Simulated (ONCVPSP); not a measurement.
u(r) = r·R(r): atom against pseudo-atom (lithium (Li))

Columns: radius, all-electron u(r) and pseudo u(r) of the 1s shell (level -51.10 eV) of lithium in the configuration 1s2 2s1; LDA (Perdew-Zunger), non-relativistic, ONCV scheme, ONCVPSP 4.0.1.

```tsv
r (bohr)	all-electron	pseudo
0.068	0.5079	0.3096
0.135	0.8285	0.5924
0.202	1.0215	0.8337
0.270	1.1263	1.0227
0.338	1.1670	1.1483
0.405	1.1645	1.2108
0.473	1.1330	1.2189
0.540	1.0833	1.1832
0.608	1.0215	1.1163
0.675	0.9543	1.0324
0.742	0.8844	0.9416
0.810	0.8134	0.8503
0.878	0.7441	0.7648
0.945	0.6785	0.6885
1.013	0.6155	0.6193
1.080	0.5574	0.5585
1.148	0.5027	0.5028
1.215	0.4529	0.4529
1.283	0.4066	0.4066
1.350	0.3650	0.3650
1.418	0.3266	0.3266
1.485	0.2923	0.2923
1.553	0.2609	0.2609
1.620	0.2330	0.2330
1.688	0.2076	0.2076
1.755	0.1851	0.1851
```

**Question.** How many radial nodes do the two functions have?

**Answer.** The all-electron 1s function has n − l − 1 = 0; the pseudo-wave has 0.

**Question.** At about which radius was the pseudo-wave matched?

**Answer.** 1.25 bohr. The columns agree to 0.0005 from 1.15 bohr on; several derivatives are matched, so the curves merge somewhat inside the radius.

**Question.** Is the pseudo-wave norm-conserving?

**Answer.** Yes: the ONCV scheme keeps the norm inside the radius equal to the all-electron one, which fixes the energy derivative of the logarithmic derivative at the level.
